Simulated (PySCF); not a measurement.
BrSi, SMILES [Si]Br (connectivity only; charge and spin as stated), charge +1, multiplicity 1. Geometry optimised at B3LYP-D3(BJ)/def2-TZVP. The spin state was assumed, not searched.

TDA-B3LYP/def2-TZVPD (PySCF) puts the lowest singlet excitations at 4.64, 4.81, 4.81, 4.98, 4.98, 6.46 eV and the lowest triplet (TDA) at 3.46 eV.

What are the lowest singlet roots from PySCF with EOM-CCSD/aug-cc-pVDZ? (An estimate is asked for; the answer gives what the named calculation found.)

5.03, 5.03, 5.08, 5.08, 5.12, 6.29 eV; triplets 3.53, 3.53, 4.46 eV. S1 differs by 0.39 eV (second minus first; roots are paired by order, and the bases may differ).
